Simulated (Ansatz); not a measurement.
`CN(C)c1ccc(F)c(C#N)c1N(C)C`. Total charge 0; singlet. Geometry r2SCAN-D4/def2-SVP.

```xyz
29

C     1.216   -1.926    0.708
N     1.020   -0.596    1.267
C     1.928   -0.315    2.355
C     0.763    0.442    0.349
C     1.631    1.539    0.243
C     1.438    2.574   -0.677
C     0.338    2.511   -1.510
F     0.110    3.486   -2.394
C    -0.598    1.460   -1.419
C    -1.798    1.599   -2.174
N    -2.785    1.748   -2.778
C    -0.401    0.393   -0.493
N    -1.293   -0.669   -0.417
C    -1.979   -1.195   -1.580
C    -1.902   -1.017    0.853
H     0.474   -2.120   -0.077
H     2.230   -2.044    0.270
H     1.094   -2.682    1.501
H     1.667    0.640    2.835
H     2.996   -0.269    2.046
H     1.839   -1.115    3.106
H     2.524    1.567    0.869
H     2.139    3.407   -0.765
H    -2.065   -2.291   -1.467
H    -1.399   -0.990   -2.490
H    -2.996   -0.786   -1.721
H    -1.256   -0.699    1.680
H    -2.897   -0.541    0.962
H    -2.038   -2.111    0.920
```

The restricted singlet is unstable towards broken spin symmetry in Hartree–Fock (as tested in another run); at HF/STO-3G this wasn't settled.

Q: Estimate the orbital energies around the gap (eV) in Ansatz with HF/STO-3G, PBE-D4/def2-SVP, PBE-D4/def2-TZVP, r2SCAN-D4/def2-TZVP, PBE0-D4/def2-SVP.

A: 
| orbital | HF/STO-3G | PBE-D4/def2-SVP | PBE-D4/def2-TZVP | r2SCAN-D4/def2-TZVP | PBE0-D4/def2-SVP |
| --- | --- | --- | --- | --- | --- |
| HOMO−9 | -12.96 | -9.20 | -9.29 | -9.65 | -10.78 |
| HOMO−8 | -12.72 | -9.05 | -9.17 | -9.55 | -10.66 |
| HOMO−7 | -12.55 | -8.67 | -8.84 | -9.27 | -10.49 |
| HOMO−6 | -11.85 | -8.30 | -8.43 | -8.78 | -9.97 |
| HOMO−5 | -11.39 | -8.00 | -8.29 | -8.73 | -9.79 |
| HOMO−4 | -10.68 | -7.78 | -7.91 | -8.19 | -9.26 |
| HOMO−3 | -9.36 | -6.91 | -7.03 | -7.29 | -8.26 |
| HOMO−2 | -8.83 | -6.50 | -6.63 | -6.88 | -7.81 |
| HOMO−1 | -6.99 | -5.29 | -5.43 | -5.64 | -6.53 |
| HOMO | -6.05 | -4.74 | -4.86 | -5.04 | -5.85 |
| LUMO | 5.62 | -1.93 | -2.11 | -2.03 | -1.23 |
| LUMO+1 | 6.90 | -1.02 | -1.20 | -1.03 | -0.21 |
| LUMO+2 | 9.73 | -0.06 | -0.29 | -0.04 | 1.01 |
| LUMO+3 | 10.75 | 0.54 | -0.04 | 0.61 | 1.40 |
| LUMO+4 | 13.57 | 0.96 | 0.44 | 1.01 | 1.86 |
| LUMO+5 | 14.16 | 1.12 | 0.78 | 1.18 | 2.24 |
